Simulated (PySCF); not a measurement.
C5H3BCl2O2.
Cartesian coordinates in Å at the GFN2-xTB level; atoms count from 1:
```xyz
13
C5H3BCl2O2 angstrom
O     -2.3913    1.6507    0.0563
C     -1.4837    0.8642    0.0209
C     -0.0374    1.1890   -0.0060
C      0.7360    0.0861   -0.0015
B      2.3010    0.0271   -0.0380
Cl     3.1156   -1.3342   -0.6627
Cl     3.1942    1.3744    0.5470
C     -0.1473   -1.1296    0.0373
O      0.2195   -2.2702    0.0999
C     -1.5819   -0.6456    0.0049
H      0.3108    2.2079   -0.0313
H     -2.1536   -1.0244    0.8535
H     -2.0863   -0.9949   -0.8980
```

The closed-shell SCF was solved with PySCF and density fitting under several settings on one GFN2-xTB geometry (grid level 2 and gas phase unless stated).

```json
{"settings": "wB97X-D/6-31G*, grid level 4", "basis functions": "154", "SCF cycles": "14", "E (Eh)": "-1287.9252", "HOMO (eV)": "-9.21", "LUMO (eV)": "-1.54", "dipole (D)": "0.79"}
{"settings": "mPW1PW91/def2-SVPD", "basis functions": "244", "SCF cycles": "15", "E (Eh)": "-1287.5295", "HOMO (eV)": "-7.72", "LUMO (eV)": "-3.62", "dipole (D)": "0.88"}
{"settings": "PBE0/pcSseg-1", "basis functions": "199", "SCF cycles": "15", "E (Eh)": "-1287.3086", "HOMO (eV)": "-7.62", "LUMO (eV)": "-3.55", "dipole (D)": "0.80"}
```

Q: Estimate the rows for these settings: (1) OPBE/ANO-RCC-VDZP; (2) PBE0/pcSseg-1, energy threshold 1e-07 Eh.

A: 
```json
{"settings": "OPBE/ANO-RCC-VDZP", "basis functions": "163", "SCF cycles": "19", "E (Eh)": "-1287.2650", "HOMO (eV)": "-5.97", "LUMO (eV)": "-4.32", "dipole (D)": "0.85"}
{"settings": "PBE0/pcSseg-1, energy threshold 1e-07 Eh", "basis functions": "199", "SCF cycles": "10", "E (Eh)": "-1287.3086", "HOMO (eV)": "-7.62", "LUMO (eV)": "-3.55", "dipole (D)": "0.80"}
```

Q: Over all rows, what range does the HOMO–LUMO gap span?

A: From 1.65 eV (OPBE/ANO-RCC-VDZP) to 7.67 eV (wB97X-D/6-31G*, grid level 4). The functional of the narrowest has no exact exchange, that of the widest range-separated exact exchange.

Q: And the dipole moment?

A: From 0.79 D (wB97X-D/6-31G*, grid level 4) to 0.88 D (mPW1PW91/def2-SVPD); the largest is 1.11 times the smallest, and the median is 0.80 D.

wB97X-D ran without the empirical dispersion term, which would shift the total energy alone. Cycle counts include a coarse-grid stage where the run had one. All basis functions are spherical, in the Pople sets too. ANO-RCC sets were contracted for a scalar-relativistic Hamiltonian, but ran non-relativistically here.
